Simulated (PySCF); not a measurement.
**Sb (antimony, neutral) across methods**

[Kr] 4d10 5s2 5p3, high-spin 4S determinant. Computed with PySCF 2.14 in aug-cc-pwCVQZ-PP with ECP28MDF (10s10p8d6f4g1h, 169 functions), with scalar relativity through the core potential.

```
 method  E (hartree)  mean ε 5s α (eV)  mean ε 5s β (eV)  mean ε 5p α (eV)  Σ⟨r²⟩ (bohr²)   ⟨S²⟩
   PW91    -240.3030           -13.561           -11.729            -5.503          58.93  3.751
   BP86    -240.3383           -13.595           -11.880            -5.527          58.77  3.751
    LDA    -239.8402           -13.682           -12.102            -5.521          58.88  3.751
    PBE    -240.2097           -13.498           -11.659            -5.465          58.97  3.751
r2SCANh    -240.3015           -14.837           -11.964            -6.206          58.33  3.752
    UHF   -239.27801           -19.908           -13.810            -9.097          59.30  3.752
 r2SCAN    -240.3125           -14.193           -11.609            -5.828          58.35  3.752
```

(1) Estimate the same row for PBE0.

Energies and moments cover only the electrons outside the core potential.

## Answers

(1) E (hartree) = -240.2243; mean ε 5s α (eV) = -15.302; mean ε 5s β (eV) = -12.498; mean ε 5p α (eV) = -6.521; Σ⟨r²⟩ (bohr²) = 58.65; ⟨S²⟩ = 3.751.
